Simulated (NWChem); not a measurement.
CHOS cation; SMILES O=C=[SH+]

Q: Give the equilibrium geometry at PBE0-D3(BJ)/def2-TZVP (NWChem) as a list of bonds and angles, with the point group.

A: point group Cs; any orientation.
Bonds (Å): O1–C2 1.120, C2–S3 1.644, S3–H4 1.362. Angles (°): O1–C2–S3 176.4, C2–S3–H4 90.2.
